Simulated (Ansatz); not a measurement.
A short molecular-dynamics run on CH7GaO4 (`C[OH+][Ga-]([OH])([OH])[OH]`).

```yaml
crystal:
  periodic: [false, false, false]
  atoms:
    - {symbol: C, position_ang: [1.015352, -1.611685, 0.491846]}
    - {symbol: O, position_ang: [1.007062, -0.234083, 0.105248]}
    - {symbol: Ga, position_ang: [-0.775804, 0.847292, -0.015348]}
    - {symbol: O, position_ang: [-1.966064, -0.491668, 0.088905]}
    - {symbol: O, position_ang: [-0.208073, 1.301649, -1.685271]}
    - {symbol: O, position_ang: [-0.754828, 1.996281, 1.355487]}
    - {symbol: H, position_ang: [2.013793, -2.026115, 0.346124]}
    - {symbol: H, position_ang: [0.270269, -2.177783, -0.067982]}
    - {symbol: H, position_ang: [0.760025, -1.640515, 1.548685]}
    - {symbol: H, position_ang: [1.280492, -0.123677, -0.816666]}
    - {symbol: H, position_ang: [-2.348917, -0.694478, -0.766371]}
    - {symbol: H, position_ang: [-0.270942, 2.230600, -1.908177]}
    - {symbol: H, position_ang: [-0.002066, 2.589381, 1.338419]}
basis:
  gaussian: {orbitals: "6-31G*"}
hamiltonian: {xc: {name: PBE}}
md: {timestep: 1 fs, n_steps: 20, ensemble: nvt_nose_hoover, temperature: 700, initial_velocities: maxwell_boltzmann, seed: 647}
```

```sh
$ ansatz run in.yaml --threads 4 --pin off --events-out ev --progress --plain --max-ram 11315MiB
```

```json
{"step": "0", "time (fs)": "0.0", "potential energy (eV)": "-61693.3677", "kinetic (eV)": "0.9953", "T (K)": "700", "conserved (eV)": "-61692.3724"}
{"step": "1", "time (fs)": "1.0", "potential energy (eV)": "-61693.2548", "kinetic (eV)": "0.8954", "T (K)": "630", "conserved (eV)": "-61692.3594"}
{"step": "2", "time (fs)": "2.0", "potential energy (eV)": "-61693.1411", "kinetic (eV)": "0.7885", "T (K)": "555", "conserved (eV)": "-61692.3526"}
{"step": "3", "time (fs)": "3.0", "potential energy (eV)": "-61693.1249", "kinetic (eV)": "0.7629", "T (K)": "537", "conserved (eV)": "-61692.3621"}
{"step": "4", "time (fs)": "4.0", "potential energy (eV)": "-61693.0902", "kinetic (eV)": "0.7286", "T (K)": "512", "conserved (eV)": "-61692.3617"}
{"step": "5", "time (fs)": "5.0", "potential energy (eV)": "-61693.0233", "kinetic (eV)": "0.6652", "T (K)": "468", "conserved (eV)": "-61692.3584"}
{"step": "6", "time (fs)": "6.0", "potential energy (eV)": "-61692.9684", "kinetic (eV)": "0.6115", "T (K)": "430", "conserved (eV)": "-61692.3573"}
{"step": "7", "time (fs)": "7.0", "potential energy (eV)": "-61692.9506", "kinetic (eV)": "0.5968", "T (K)": "420", "conserved (eV)": "-61692.3543"}
{"step": "8", "time (fs)": "8.0", "potential energy (eV)": "-61693.0029", "kinetic (eV)": "0.6451", "T (K)": "454", "conserved (eV)": "-61692.3586"}
{"step": "9", "time (fs)": "9.0", "potential energy (eV)": "-61693.0611", "kinetic (eV)": "0.6959", "T (K)": "489", "conserved (eV)": "-61692.3663"}
{"step": "10", "time (fs)": "10.0", "potential energy (eV)": "-61693.0358", "kinetic (eV)": "0.6786", "T (K)": "477", "conserved (eV)": "-61692.3587"}
{"step": "11", "time (fs)": "11.0", "potential energy (eV)": "-61693.0254", "kinetic (eV)": "0.6707", "T (K)": "472", "conserved (eV)": "-61692.3565"}
{"step": "12", "time (fs)": "12.0", "potential energy (eV)": "-61693.0603", "kinetic (eV)": "0.6989", "T (K)": "492", "conserved (eV)": "-61692.3637"}
{"step": "13", "time (fs)": "13.0", "potential energy (eV)": "-61693.0498", "kinetic (eV)": "0.6918", "T (K)": "487", "conserved (eV)": "-61692.3608"}
{"step": "14", "time (fs)": "14.0", "potential energy (eV)": "-61693.0160", "kinetic (eV)": "0.6610", "T (K)": "465", "conserved (eV)": "-61692.3583"}
{"step": "15", "time (fs)": "15.0", "potential energy (eV)": "-61692.9925", "kinetic (eV)": "0.6371", "T (K)": "448", "conserved (eV)": "-61692.3593"}
{"step": "16", "time (fs)": "16.0", "potential energy (eV)": "-61692.9742", "kinetic (eV)": "0.6213", "T (K)": "437", "conserved (eV)": "-61692.3573"}
{"step": "17", "time (fs)": "17.0", "potential energy (eV)": "-61692.9834", "kinetic (eV)": "0.6291", "T (K)": "442", "conserved (eV)": "-61692.3594"}
{"step": "18", "time (fs)": "18.0", "potential energy (eV)": "-61692.9854", "kinetic (eV)": "0.6258", "T (K)": "440", "conserved (eV)": "-61692.3654"}
{"step": "19", "time (fs)": "19.0", "potential energy (eV)": "-61692.9192", "kinetic (eV)": "0.5693", "T (K)": "400", "conserved (eV)": "-61692.3563"}
{"step": "20", "time (fs)": "20.0", "potential energy (eV)": "-61692.9041", "kinetic (eV)": "0.5570", "T (K)": "392", "conserved (eV)": "-61692.3542"}
```

Velocities are drawn at the set temperature; a run this short doesn't reach equilibrium.

Frames (Å, forces in eV/Å):

```xyz
13
time=0.0 fs
C     1.015   -1.612    0.492   -0.042   -0.206   -0.056
O     1.007   -0.234    0.105    0.143    0.356    0.755
Ga   -0.776    0.847   -0.015   -0.062    0.184   -0.164
O    -1.966   -0.492    0.089   -0.032   -0.311    0.993
O    -0.208    1.302   -1.685    0.357   -0.899   -0.396
O    -0.755    1.996    1.355   -0.851   -0.166    0.599
H     2.014   -2.026    0.346    0.355   -0.164   -0.040
H     0.270   -2.178   -0.068   -0.275   -0.230   -0.180
H     0.760   -1.641    1.549   -0.089    0.018    0.356
H     1.280   -0.124   -0.817    0.155    0.125   -0.827
H    -2.349   -0.694   -0.766   -0.277   -0.058   -0.842
H    -0.271    2.231   -1.908   -0.135    0.884   -0.077
H    -0.002    2.589    1.338    0.751    0.466   -0.120
13
time=1.0 fs
C     1.011   -1.614    0.492   -1.009    0.109    0.207
O     1.009   -0.233    0.106    0.117    0.549    1.045
Ga   -0.777    0.845   -0.017    0.005    0.225   -0.083
O    -1.961   -0.488    0.092   -0.057   -0.334    1.298
O    -0.204    1.305   -1.680    0.555   -2.970    0.054
O    -0.756    1.997    1.356    0.506    0.937    0.502
H     1.983   -2.026    0.312    1.009   -0.479   -0.067
H     0.248   -2.138   -0.095   -0.165   -0.311    0.105
H     0.759   -1.653    1.573    0.089    0.053   -0.449
H     1.275   -0.092   -0.814    0.200   -0.017   -0.858
H    -2.338   -0.752   -0.743   -0.330   -0.115   -1.083
H    -0.277    2.202   -1.880   -0.292    3.024   -0.614
H     0.005    2.638    1.299   -0.628   -0.672   -0.056
13
time=2.0 fs
C     1.006   -1.615    0.491   -1.603    0.237    0.189
O     1.010   -0.231    0.106    0.231    0.787    0.885
Ga   -0.778    0.843   -0.019    0.070    0.282    0.028
O    -1.956   -0.485    0.096   -0.425   -0.610    0.885
O    -0.199    1.306   -1.675    0.650   -3.183   -0.003
O    -0.756    1.998    1.357    1.312    1.677    0.313
H     1.961   -2.031    0.278    1.263   -0.637   -0.054
H     0.224   -2.102   -0.120    0.023   -0.355    0.432
H     0.758   -1.666    1.594    0.212    0.089   -1.034
H     1.271   -0.061   -0.820    0.111   -0.213   -0.456
H    -2.330   -0.811   -0.730   -0.057    0.074   -0.605
H    -0.286    2.202   -1.858   -0.337    3.302   -0.672
H     0.006    2.681    1.259   -1.449   -1.451    0.091
13
time=3.0 fs
C     1.000   -1.617    0.491   -1.570    0.154   -0.185
O     1.012   -0.229    0.108    0.399    1.029    0.524
Ga   -0.778    0.842   -0.021    0.122    0.359    0.181
O    -1.952   -0.482    0.100   -0.931   -1.093    0.173
O    -0.194    1.306   -1.670    0.524   -1.206   -0.531
O    -0.756    2.000    1.359    1.544    1.928    0.103
H     1.952   -2.042    0.243    0.964   -0.552    0.070
H     0.200   -2.069   -0.141    0.208   -0.404    0.722
H     0.760   -1.677    1.604    0.263    0.120   -1.301
H     1.268   -0.031   -0.830   -0.031   -0.434    0.118
H    -2.322   -0.869   -0.723    0.344    0.465    0.167
H    -0.297    2.233   -1.842   -0.152    1.377   -0.280
H    -0.007    2.709    1.220   -1.684   -1.743    0.240
13
time=4.0 fs
C     0.992   -1.619    0.491   -1.038   -0.040   -0.851
O     1.014   -0.226    0.110    0.534    1.204    0.235
Ga   -0.779    0.840   -0.022    0.156    0.445    0.364
O    -1.948   -0.479    0.105   -1.332   -1.566   -0.372
O    -0.189    1.305   -1.665    0.310    1.017   -1.045
O    -0.755    2.003    1.360    1.288    1.683   -0.063
H     1.951   -2.058    0.208    0.306   -0.288    0.292
H     0.178   -2.039   -0.156    0.329   -0.475    0.913
H     0.764   -1.688    1.602    0.243    0.141   -1.231
H     1.265   -0.006   -0.839   -0.139   -0.627    0.580
H    -2.312   -0.922   -0.714    0.643    0.855    0.757
H    -0.311    2.278   -1.829    0.115   -0.805    0.101
H    -0.036    2.721    1.183   -1.417   -1.544    0.320
13
time=5.0 fs
C     0.984   -1.620    0.491   -0.313   -0.192   -1.675
O     1.017   -0.223    0.112    0.591    1.253    0.159
Ga   -0.780    0.838   -0.024    0.168    0.518    0.557
O    -1.944   -0.478    0.109   -1.518   -1.841   -0.550
O    -0.184    1.304   -1.660    0.141    2.384   -1.324
O    -0.753    2.007    1.361    0.567    0.898   -0.098
H     1.954   -2.076    0.177   -0.374    0.015    0.529
H     0.159   -2.015   -0.162    0.348   -0.566    0.970
H     0.770   -1.697    1.588    0.164    0.144   -0.835
H     1.261    0.013   -0.842   -0.169   -0.747    0.782
H    -2.295   -0.968   -0.699    0.745    1.069    0.960
H    -0.323    2.315   -1.815    0.322   -2.131    0.277
H    -0.078    2.718    1.149   -0.673   -0.803    0.249
13
time=6.0 fs
C     0.975   -1.622    0.488    0.378   -0.207   -2.501
O     1.020   -0.219    0.114    0.562    1.151    0.330
Ga   -0.781    0.836   -0.026    0.161    0.560    0.738
O    -1.942   -0.477    0.113   -1.474   -1.815   -0.329
O    -0.178    1.305   -1.657    0.045    2.872   -1.386
O    -0.751    2.012    1.362   -0.521   -0.394    0.087
H     1.953   -2.095    0.150   -0.855    0.256    0.699
H     0.144   -1.995   -0.158    0.250   -0.665    0.884
H     0.778   -1.705    1.566    0.047    0.128   -0.173
H     1.255    0.025   -0.838   -0.113   -0.774    0.685
H    -2.271   -1.003   -0.673    0.646    1.010    0.743
H    -0.332    2.332   -1.798    0.430   -2.576    0.276
H    -0.127    2.707    1.117    0.445    0.453   -0.052
13
time=7.0 fs
C     0.967   -1.624    0.484    0.917   -0.069   -3.119
O     1.023   -0.214    0.116    0.455    0.898    0.724
Ga   -0.782    0.835   -0.027    0.146    0.568    0.886
O    -1.940   -0.478    0.116   -1.240   -1.441    0.259
O    -0.172    1.308   -1.654    0.032    2.594   -1.279
O    -0.749    2.017    1.364   -1.468   -1.657    0.398
H     1.944   -2.111    0.130   -1.061    0.392    0.758
H     0.131   -1.982   -0.146    0.042   -0.754    0.671
H     0.787   -1.711    1.543   -0.069    0.100    0.577
H     1.248    0.030   -0.827    0.015   -0.705    0.307
H    -2.241   -1.029   -0.641    0.383    0.630    0.142
H    -0.337    2.324   -1.779    0.428   -2.249    0.146
H    -0.172    2.701    1.085    1.418    1.692   -0.471
13
time=8.0 fs
C     0.960   -1.626    0.478    1.198    0.182   -3.244
O     1.026   -0.208    0.119    0.302    0.524    1.242
Ga   -0.782    0.833   -0.029    0.138    0.551    0.989
O    -1.940   -0.480    0.120   -0.924   -0.799    1.056
O    -0.167    1.312   -1.652    0.147    1.470   -1.033
O    -0.748    2.020    1.365   -1.491   -1.871    0.404
H     1.925   -2.124    0.118   -0.979    0.407    0.690
H     0.118   -1.977   -0.128   -0.233   -0.810    0.382
H     0.794   -1.717    1.525   -0.131    0.083    1.101
H     1.241    0.028   -0.813    0.180   -0.557   -0.255
H    -2.207   -1.048   -0.608    0.058    0.001   -0.680
H    -0.338    2.294   -1.758    0.278   -1.073   -0.089
H    -0.203    2.711    1.049    1.457    1.893   -0.564
13
time=9.0 fs
C     0.953   -1.627    0.468    1.096    0.486   -2.676
O     1.030   -0.202    0.122    0.162    0.107    1.660
Ga   -0.783    0.832   -0.030    0.148    0.530    1.049
O    -1.939   -0.482    0.125   -0.718   -0.218    1.662
O    -0.161    1.317   -1.651    0.438   -0.544   -0.703
O    -0.747    2.023    1.367   -0.636   -0.866   -0.125
H     1.896   -2.132    0.112   -0.610    0.287    0.491
H     0.103   -1.979   -0.106   -0.482   -0.801    0.103
H     0.801   -1.721    1.518   -0.110    0.099    1.119
H     1.236    0.020   -0.802    0.318   -0.384   -0.779
H    -2.172   -1.067   -0.580   -0.151   -0.561   -1.314
H    -0.337    2.254   -1.738   -0.059    0.988   -0.389
H    -0.220    2.739    1.007    0.604    0.876   -0.097
13
time=10.0 fs
C     0.947   -1.629    0.457    0.533    0.793   -1.541
O     1.033   -0.197    0.126    0.104   -0.264    1.684
Ga   -0.784    0.830   -0.031    0.176    0.526    1.077
O    -1.940   -0.484    0.130   -0.760   -0.149    1.628
O    -0.155    1.321   -1.650    0.789   -2.608   -0.433
O    -0.748    2.025    1.369    0.278    0.406   -0.841
H     1.862   -2.138    0.110    0.014    0.032    0.177
H     0.084   -1.988   -0.083   -0.577   -0.690   -0.074
H     0.806   -1.725    1.521   -0.028    0.148    0.644
H     1.233    0.009   -0.798    0.360   -0.253   -0.962
H    -2.139   -1.092   -0.566   -0.117   -0.611   -1.306
H    -0.336    2.224   -1.722   -0.457    3.082   -0.626
H    -0.231    2.775    0.964   -0.316   -0.411    0.572
13
time=11.0 fs
C     0.942   -1.629    0.444   -0.379    1.042   -0.238
O     1.037   -0.191    0.132    0.153   -0.554    1.189
Ga   -0.785    0.829   -0.032    0.207    0.549    1.092
O    -1.940   -0.486    0.137   -0.963   -0.656    0.977
O    -0.149    1.325   -1.650    0.810   -2.799   -0.389
O    -0.748    2.027    1.370    0.804    1.260   -1.386
H     1.828   -2.143    0.111    0.752   -0.303   -0.189
H     0.059   -2.005   -0.060   -0.439   -0.463   -0.114
H     0.812   -1.728    1.530    0.066    0.201   -0.039
H     1.235   -0.004   -0.804    0.285   -0.182   -0.664
H    -2.107   -1.123   -0.564    0.072   -0.085   -0.674
H    -0.339    2.223   -1.712   -0.518    3.276   -0.643
H    -0.246    2.808    0.927   -0.848   -1.285    1.078
13
time=12.0 fs
C     0.936   -1.629    0.431   -1.256    1.116    0.840
O     1.041   -0.185    0.138    0.260   -0.796    0.361
Ga   -0.785    0.828   -0.033    0.224    0.591    1.102
O    -1.942   -0.489    0.144   -1.123   -1.337    0.173
O    -0.142    1.326   -1.649    0.393   -0.911   -0.526
O    -0.747    2.030    1.370    0.938    1.575   -1.660
H     1.801   -2.152    0.109    1.296   -0.557   -0.481
H     0.030   -2.025   -0.039   -0.107   -0.151   -0.066
H     0.817   -1.728    1.539    0.132    0.233   -0.631
H     1.239   -0.019   -0.816    0.140   -0.127   -0.054
H    -2.075   -1.155   -0.568    0.225    0.623    0.109
H    -0.347    2.253   -1.708   -0.135    1.360   -0.480
H    -0.268    2.828    0.900   -0.988   -1.619    1.314
13
time=13.0 fs
C     0.930   -1.628    0.419   -1.635    0.882    1.480
O     1.045   -0.181    0.144    0.348   -1.031   -0.474
Ga   -0.786    0.826   -0.034    0.219    0.637    1.113
O    -1.944   -0.493    0.151   -1.138   -1.800   -0.407
O    -0.135    1.327   -1.649   -0.096    1.165   -0.669
O    -0.746    2.033    1.370    0.765    1.370   -1.650
H     1.786   -2.165    0.103    1.329   -0.533   -0.577
H    -0.001   -2.048   -0.018    0.288    0.183   -0.014
H     0.824   -1.726    1.542    0.161    0.232   -0.976
H     1.244   -0.036   -0.828    0.001   -0.039    0.553
H    -2.040   -1.180   -0.572    0.256    1.131    0.658
H    -0.357    2.297   -1.709    0.319   -0.764   -0.300
H    -0.300    2.833    0.885   -0.815   -1.432    1.261
13
time=14.0 fs
C     0.922   -1.627    0.408   -1.369    0.362    1.672
O     1.049   -0.176    0.150    0.367   -1.260   -1.079
Ga   -0.786    0.825   -0.034    0.191    0.671    1.126
O    -1.946   -0.497    0.158   -1.019   -1.885   -0.639
O    -0.128    1.329   -1.650   -0.423    2.397   -0.730
O    -0.745    2.038    1.368    0.323    0.606   -1.309
H     1.784   -2.184    0.092    0.829   -0.195   -0.470
H    -0.028   -2.068    0.002    0.612    0.472   -0.015
H     0.833   -1.722    1.536    0.156    0.197   -1.028
H     1.249   -0.053   -0.835   -0.083    0.091    0.933
H    -2.003   -1.195   -0.569    0.184    1.284    0.842
H    -0.363    2.333   -1.712    0.605   -2.055   -0.175
H    -0.340    2.824    0.883   -0.372   -0.685    0.871
13
time=15.0 fs
C     0.913   -1.625    0.398   -0.693   -0.229    1.530
O     1.054   -0.173    0.156    0.297   -1.463   -1.351
Ga   -0.787    0.824   -0.035    0.149    0.692    1.136
O    -1.950   -0.503    0.165   -0.822   -1.571   -0.511
O    -0.121    1.332   -1.651   -0.574    2.775   -0.702
O    -0.743    2.043    1.366   -0.320   -0.718   -0.612
H     1.790   -2.205    0.076    0.099    0.284   -0.263
H    -0.050   -2.084    0.022    0.783    0.672   -0.086
H     0.843   -1.716    1.520    0.130    0.129   -0.790
H     1.254   -0.069   -0.833   -0.091    0.244    0.986
H    -1.964   -1.197   -0.558    0.068    1.055    0.651
H    -0.364    2.350   -1.717    0.703   -2.492   -0.113
H    -0.384    2.808    0.889    0.270    0.622    0.125
13
time=16.0 fs
C     0.903   -1.623    0.390    0.092   -0.664    1.176
O     1.058   -0.170    0.161    0.138   -1.622   -1.265
Ga   -0.788    0.823   -0.035    0.111    0.710    1.133
O    -1.953   -0.510    0.171   -0.620   -0.909   -0.064
O    -0.114    1.336   -1.652   -0.561    2.402   -0.585
O    -0.741    2.048    1.363   -0.894   -2.138    0.177
H     1.797   -2.223    0.057   -0.545    0.701   -0.069
H    -0.064   -2.094    0.042    0.767    0.761   -0.214
H     0.855   -1.709    1.496    0.098    0.032   -0.292
H     1.258   -0.082   -0.822   -0.022    0.401    0.696
H    -1.924   -1.190   -0.541   -0.028    0.484    0.125
H    -0.358    2.342   -1.723    0.628   -2.179   -0.113
H    -0.424    2.799    0.896    0.837    2.020   -0.704
13
time=17.0 fs
C     0.893   -1.622    0.382    0.818   -0.835    0.730
O     1.063   -0.169    0.164   -0.093   -1.725   -0.863
Ga   -0.788    0.823   -0.035    0.088    0.742    1.106
O    -1.958   -0.517    0.177   -0.478   -0.087    0.540
O    -0.108    1.343   -1.653   -0.355    1.197   -0.372
O    -0.740    2.051    1.360   -0.971   -2.549    0.398
H     1.798   -2.234    0.038   -0.950    0.949    0.058
H    -0.071   -2.096    0.060    0.559    0.737   -0.376
H     0.867   -1.702    1.470    0.071   -0.086    0.368
H     1.261   -0.092   -0.804    0.111    0.545    0.115
H    -1.885   -1.177   -0.522   -0.053   -0.251   -0.566
H    -0.346    2.314   -1.731    0.353   -1.039   -0.193
H    -0.457    2.808    0.896    0.899    2.401   -0.942
13
time=18.0 fs
C     0.885   -1.621    0.376    1.413   -0.741    0.383
O     1.068   -0.168    0.168   -0.352   -1.760   -0.318
Ga   -0.789    0.822   -0.035    0.086    0.793    1.047
O    -1.962   -0.524    0.184   -0.388    0.508    0.927
O    -0.102    1.349   -1.655    0.071   -0.884   -0.052
O    -0.740    2.053    1.358   -0.552   -1.511   -0.179
H     1.791   -2.236    0.019   -1.080    1.004    0.100
H    -0.072   -2.091    0.073    0.192    0.612   -0.543
H     0.880   -1.695    1.447    0.055   -0.203    0.977
H     1.266   -0.097   -0.785    0.265    0.658   -0.574
H    -1.846   -1.168   -0.509   -0.029   -0.772   -1.043
H    -0.330    2.276   -1.740   -0.139    0.968   -0.373
H    -0.481    2.841    0.888    0.460    1.327   -0.353
13
time=19.0 fs
C     0.877   -1.621    0.369    1.803   -0.438    0.372
O     1.072   -0.168    0.171   -0.558   -1.709    0.042
Ga   -0.789    0.821   -0.035    0.098    0.860    0.966
O    -1.967   -0.531    0.191   -0.244    0.540    0.742
O    -0.096    1.356   -1.657    0.527   -3.015    0.303
O    -0.740    2.054    1.355   -0.091    0.017   -0.951
H     1.773   -2.229    0.002   -0.936    0.864    0.050
H    -0.072   -2.080    0.082   -0.252    0.427   -0.676
H     0.893   -1.691    1.433    0.038   -0.298    1.258
H     1.273   -0.095   -0.771    0.365    0.719   -1.026
H    -1.807   -1.165   -0.506   -0.073   -0.738   -0.940
H    -0.316    2.247   -1.753   -0.653    3.009   -0.595
H    -0.501    2.886    0.876   -0.023   -0.238    0.455
13
time=20.0 fs
C     0.870   -1.621    0.363    1.866   -0.006    0.805
O     1.076   -0.170    0.174   -0.636   -1.558   -0.069
Ga   -0.790    0.821   -0.034    0.110    0.927    0.881
O    -1.972   -0.538    0.198    0.030    0.110    0.065
O    -0.090    1.360   -1.659    0.556   -3.287    0.442
O    -0.740    2.055    1.352    0.159    1.152   -1.430
H     1.746   -2.213   -0.016   -0.522    0.531   -0.103
H    -0.074   -2.066    0.085   -0.624    0.254   -0.730
H     0.907   -1.689    1.432   -0.001   -0.359    1.061
H     1.283   -0.087   -0.767    0.339    0.706   -0.947
H    -1.769   -1.170   -0.512   -0.263   -0.244   -0.336
H    -0.308    2.247   -1.771   -0.723    3.179   -0.622
H    -0.521    2.930    0.868   -0.291   -1.405    0.983
```

It took 40 s on 4 threads of an Arm Neoverse V1 on a shared host, with 0.58 GiB of host memory at the peak.
